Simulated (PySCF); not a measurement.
## Electronic absorption of C7H10N2

C₇H₁₀N₂.
Cartesian coordinates in Å at the PBE0-D3(BJ)/def2-SVP level; atoms count from 1:
```
atom  x, y, z in Å
C1    -1.7659   -1.5011    0.3377
N2    -1.1484   -0.3216   -0.2097
C3    -1.9416    0.6533   -0.9116
C4     0.1947   -0.1216   -0.0542
C5     0.8492    1.0184   -0.5708
C6     2.2174    1.1623   -0.3788
N7     2.9905    0.2935    0.2698
C8     2.3743   -0.7814    0.7575
C9     1.0155   -1.0424    0.6338
H10   -1.6548   -1.5579    1.4355
H11   -1.3430   -2.4276   -0.0902
H12   -2.8388   -1.4880    0.1107
H13   -1.9119    1.6436   -0.4225
H14   -1.6082    0.7857   -1.9565
H15   -2.9871    0.3230   -0.9342
H16    0.3057    1.7886   -1.1171
H17    2.7177    2.0508   -0.7833
H18    3.0046   -1.5019    1.2933
H19    0.6077   -1.9536    1.0703
```

Level of theory: TDDFT wB97X-D/def2-SVPD, vertical, gas phase, core orbitals frozen in the response (PySCF).

| state | E (eV) | λ (nm) | f | \|μ\| (D) | main configurations (H = HOMO, L = LUMO) |
| --- | --- | --- | --- | --- | --- |
| S1 | 5.09 | 243.6 | 0.019 | 1.00 | H→L (85%), H-2→L+1 (14%) |
| S2 | 5.36 | 231.3 | 0.0000 | 0.00 | H-1→L (99%) |
| S3 | 5.61 | 221.1 | 0.0047 | 0.47 | H-1→L+1 (97%) |
| S4 | 5.63 | 220.3 | 0.256 | 3.46 | H→L+1 (89%), H-2→L (8%) |
| S5 | 6.02 | 206.1 | 0.042 | 1.35 | H→L+2 (90%) |
| S6 | 6.58 | 188.5 | 0.204 | 2.86 | H-2→L+1 (77%), H→L (14%) |
| S7 | 6.84 | 181.2 | 0.553 | 4.62 | H-2→L (86%) |
| S8 | 6.94 | 178.7 | 0.0000 | 0.01 | H→L+3 (85%) |
| S9 | 7.12 | 174.1 | 0.0052 | 0.44 | H→L+4 (80%), H→L+7 (10%) |
| S10 | 7.21 | 171.9 | 0.0014 | 0.23 | H→L+5 (85%) |

Triplets, Tamm–Dancoff:

| state | E (eV) | λ (nm) | main configurations (H = HOMO, L = LUMO) |
| --- | --- | --- | --- |
| T1 | 4.14 | 299.7 | H→L+1 (81%), H-2→L (12%) |
| T2 | 4.44 | 279.5 | H→L (94%) |
| T3 | 4.68 | 265.2 | H-2→L (84%), H→L+1 (14%) |
| T4 | 4.95 | 250.5 | H-1→L+1 (94%) |

The lowest singlet comes at 244 nm (491 kJ/mol) in the ultraviolet; it is weak; its leading configuration is HOMO→LUMO (85%). The most intense listed level is S7 at 6.84 eV (181 nm, f = 0.553), 1.75 eV above S1. Löwdin shares by element: HOMO nitrogen 46%, carbon 21% or more (atoms not listed hold the other 34%); LUMO carbon 72% or more (atoms not listed hold the other 28%). Orbital energies (eV): HOMO-3 -10.87, HOMO-2 -9.13, HOMO-1 -8.98, HOMO -7.88, LUMO 1.57, LUMO+1 1.69, LUMO+2 2.02. The listed states span 2.12 eV, and the widest gap between neighbours is 0.56 eV (S5 to S6). Weighted by f, the mean energy of these states is 6.44 eV. No computed singlet lies in the visible range (380 to 750 nm); the lowest, at 244 nm, stands 1.83 eV above its violet end (3.26 eV). All these states lie below the vertical ionisation energy of 7.87 eV (ΔSCF). Singlets were solved by full linear response, triplets in the Tamm–Dancoff approximation.
